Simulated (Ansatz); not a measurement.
Consider the formal exchange of groups at a B–C bond: `FCBCF` + `[SH][SnH3]` → `FC[BH][SnH3]` + `FCS`.

Program: Ansatz. Geometries: PBE0-D4/def2-TZVP. ΔE: electronic, gas phase. CCSD(T)/CBS adds triple-zeta CCSD(T) − MP2 to the extrapolated MP2 energy (def2 sets, frozen cores). DFT in def2-TZVPP. B3LYP here is the variant with VWN-RPA as its local correlation; programs differ in this. def2 core potentials past Kr. For Sn outer-core shells are correlated without core-valence functions, which leaves a few kJ/mol of doubt a bond. One conformer a species, not always the lowest.

```json
{"level": "PBE-D4", "ΔE (kJ/mol)": "103.4", "difference from CCSD(T)/CBS": "-5.2"}
{"level": "r2SCAN-D4", "ΔE (kJ/mol)": "111.5", "difference from CCSD(T)/CBS": "2.9"}
{"level": "ωB97X-V", "ΔE (kJ/mol)": "110.2", "difference from CCSD(T)/CBS": "1.6"}
{"level": "ωB97M-V", "ΔE (kJ/mol)": "111.9", "difference from CCSD(T)/CBS": "3.3"}
{"level": "B2PLYP", "ΔE (kJ/mol)": "112.2", "difference from CCSD(T)/CBS": "3.6"}
{"level": "PBE", "ΔE (kJ/mol)": "104.1", "difference from CCSD(T)/CBS": "-4.5"}
{"level": "r2SCAN", "ΔE (kJ/mol)": "111.6", "difference from CCSD(T)/CBS": "3.0"}
{"level": "PBE0", "ΔE (kJ/mol)": "109.4", "difference from CCSD(T)/CBS": "0.8"}
{"level": "B3LYP", "ΔE (kJ/mol)": "113.3", "difference from CCSD(T)/CBS": "4.7"}
{"level": "HF/def2-TZVPP", "ΔE (kJ/mol)": "124.8", "difference from CCSD(T)/CBS": "16.2"}
{"level": "MP2/def2-TZVPP", "ΔE (kJ/mol)": "108.9", "difference from CCSD(T)/CBS": "0.3"}
{"level": "CCSD(T)/def2-TZVPP", "ΔE (kJ/mol)": "105.6", "difference from CCSD(T)/CBS": "-3.0"}
{"level": "MP2/def2-QZVPP", "ΔE (kJ/mol)": "110.8", "difference from CCSD(T)/CBS": "2.2"}
{"level": "SCS-MP2/def2-QZVPP", "ΔE (kJ/mol)": "111.4", "difference from CCSD(T)/CBS": "2.8"}
{"level": "HF/CBS(def2)", "ΔE (kJ/mol)": "125.5", "difference from CCSD(T)/CBS": "16.9"}
{"level": "CCSD/CBS(def2)", "ΔE (kJ/mol)": "110.9", "difference from CCSD(T)/CBS": "2.3"}
{"level": "CCSD(T)/CBS", "ΔE (kJ/mol)": "108.6", "difference from CCSD(T)/CBS": "0"}
```

Largest T1 diagnostic among the species: 0.013.

From PBE to PBE0 (25 % exact exchange), in def2-TZVPP and without D4, ΔE moves by +5.3 kJ/mol. In def2-TZVPP, CCSD(T) changes the Hartree–Fock value by −19.2 kJ/mol (the triples alone add −2.3 kJ/mol) and MP2 by −16.0 kJ/mol.
